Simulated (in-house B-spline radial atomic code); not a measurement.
Zn3+ is squeezed into an impenetrable sphere of radius R (the orbitals vanish at R). Computed with a B-spline radial code for spherical atoms: scalar-relativistic (X2C) Hartree-Fock, spin-polarised, averaged over the determinants with the given up and down occupations, Fermi nucleus of rms radius 3.9283 fm.

Energies in eV above the free ion in [Ar] 3d9:

| R (bohr) | highest level (eV) | [Ar] 3d9 | [Ne] 3s2 3p5 3d10 |
| --- | --- | --- | --- |
| 7.87 | -61.8 | 0 | 83.58 |
| 5.89 | -61.8 | 3.501e-05 | 83.58 |
| 4.67 | -61.7 | 0.002747 | 83.58 |
| 3.91 | -61.7 | 0.03915 | 83.62 |
| 3.6 | -61.6 | 0.1127 | 83.7 |
| 3.22 | -61.4 | 0.4029 | 84.02 |
| 2.77 | -60.4 | 1.781 | 85.53 |
| 2.06 | -53.4 | 19.1 | 104.2 |
| 1.63 | -35.5 | 90.64 | 179.2 |
| 1.21 | 26.4 | 492.7 | 587.7 |

**Question.** Does [Ne] 3s2 3p5 3d10 fall below [Ar] 3d9 under compression?

**Answer.** No, it stays above over the whole range.

The highest level is first positive in the row R = 1.21 bohr, pushed up by confinement above the zero of the free ion's potential. Each configuration is held fixed and needn't be the lowest in the sphere.
